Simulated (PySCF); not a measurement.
C2H6Se, SMILES C[Se]C. Atoms are numbered in the order given.

```xyz
9

C      1.4637     0.0000     0.8255
Se     0.0000     0.0000    -0.4777
C     -1.4637     0.0000     0.8255
H      1.4253    -0.9075     1.4588
H      2.4092     0.0000     0.2506
H      1.4253     0.9075     1.4588
H     -1.4253    -0.9075     1.4588
H     -2.4092     0.0000     0.2506
H     -1.4253     0.9075     1.4588
```
Charge 0, spin multiplicity 1.

The structure is a stationary point at PBE-D3(BJ)/def2-SVP.

Level of theory: B3LYP/pcSseg-1 (PySCF).

GIAO shieldings, no solvent; atoms alike by connectivity are averaged. δ = σ(ref) − σ: ¹³C against TMS (σ = 181.3 ppm); ⁷⁷Se against Me2Se (σ = 1647.9 ppm); ¹H against TMS (σ = 31.68 ppm), references at their B3LYP-D3(BJ)/def2-TZVP geometries, non-relativistic.

| atoms | nucleus | count | δ (ppm) |
|---|---|---|---|
| C1, C3 | ¹³C | 2 | 22.2 |
| Se2 | ⁷⁷Se | 1 | 18.4 |
| H4, H5, H6, H7, H8, H9 | ¹H | 6 | [?] |

Question: What belongs in the gaps? (An estimate is asked for; the answer gives what the named calculation found.)

Answer: 
- H4, H5, H6, H7, H8, H9, δ (ppm): 2.34
